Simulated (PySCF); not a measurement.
Compound: C₄H₂F₅O (charge +1).
SMILES with atom numbers: `[O+:1]#[C:2][CH2:3][C:4]([F:5])([F:6])[C:7]([F:8])([F:9])[F:10]` (hydrogens: H11, H12 on C3)

Cartesian coordinates in Å at the PBE0-D3(BJ)/def2-SVP level; atoms count from 1:
```
atom  x, y, z in Å
O1    -2.3322    1.5692    0.1800
C2    -1.7276    0.6401    0.0569
C3    -0.9963   -0.5726   -0.1165
C4     0.4736   -0.3289   -0.5982
F5     0.4373    0.4671   -1.6624
F6     0.9786   -1.5037   -0.9149
C7     1.3000    0.3449    0.5251
F8     1.3911   -0.4795    1.5504
F9     2.4757    0.7021    0.1019
F10    0.5978    1.4267    0.9078
H11   -1.5284   -1.1692   -0.8846
H12   -1.0192   -1.1214    0.8456
```

Level: PBE0/def2-SVPD in PySCF, non-relativistic, on one gas-phase PBE0-D3(BJ)/def2-SVP geometry that isn't relaxed in the solvent. The solvent is an IEF-PCM continuum (van der Waals radii × 1.2), and excitations are vertical TDDFT with non-equilibrium linear response and a frozen core. Only the electrostatic response of the medium enters.

```
run  E − E(gas) (kcal/mol)  HOMO (eV)  HOMO–LUMO gap (eV)  lowest singlet (eV)  static polarisability (au)
gas                   0.00     -15.73                7.08                 5.96                        49.5
  P                 -35.91     -13.26                7.44                 6.30                        54.2
  Q                 -58.84     -11.81                7.74                 6.59                        59.0
```

**Question.** The runs were made in benzene and dichloromethane. Which run belongs to which solvent?

**Answer.** P = benzene, Q = dichloromethane. The dielectric constants are 2.271 (benzene), 8.93 (dichloromethane), and the energy falls further as ε rises. The optical constants n² used for the excitations are 2.25, 2.03 in the same order. In this model the ground state sees the solvent through ε alone.

**Question.** How constant is the ratio of the lowering to 1 − 1/ε?

**Answer.** 
```json
{"solvent": "benzene", "1 − 1/ε": "0.560", "E − E(gas) (kcal/mol)": "-35.91", "ratio (kcal/mol)": "-64.2", "polarisation term (kcal/mol)": "-36.42"}
{"solvent": "dichloromethane", "1 − 1/ε": "0.888", "E − E(gas) (kcal/mol)": "-58.84", "ratio (kcal/mol)": "-66.3", "polarisation term (kcal/mol)": "-60.69"}
```

The ratio changes by +3.3 % in size from benzene to dichloromethane. The polarisation term is half the interaction of the solute with the induced surface charges.

On Intel Xeon 6975P-C, one thread (shared host), this took 26 s and 1.1 GiB of memory at its peak. This is the whole response run at PBE0/def2-SVPD in dichloromethane, SCF included.
